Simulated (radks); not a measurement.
Results of a calculation; reference values are marked as such.
Valence configurations of Fe+ (all share [Ar]). Level of theory: non-relativistic Kohn-Sham, PBEsol, spin-polarised, spherical densities, point nucleus; open shells are filled with parallel spins first (a radial shooting solver on a logarithmic mesh with Libxc functionals). Energies are relative to 3d6 4s1; eigenvalues in eV for spin up.

valence          E (eV)  moment (Bohr magnetons)    e(3d)    e(4p)    e(4s)
3d6 4s1           0.000                        5  -17.597        -  -12.916
3d6 4p1           5.111                        5  -18.917   -8.563        -
3d5 4s1 4p1       7.420                        7  -24.943   -9.891  -15.633
3d7               0.214                        3  -12.571        -        -
3d6.5 4s0.5      -0.073                        4  -14.949        -  -11.888
3d5.5 4s1.5       1.720                        5  -20.565        -  -13.660
3d5 4s2           4.012                        5  -23.764        -  -14.379
3d4 4s1 4p2      25.315                        7  -32.611  -11.760  -18.128
3d5.5 4s1 4p0.5   3.259                        6  -21.163   -8.891  -14.303
3d5.5 4s0.5 4p1   5.972                        6  -21.810   -9.232  -14.670

NIST lists [Ar] 3d6 4s1 as the ground configuration; this level of theory puts 3d6.5 4s0.5 lower, by 0.073 eV. The energies are those of spherical high-spin densities, not of single terms.
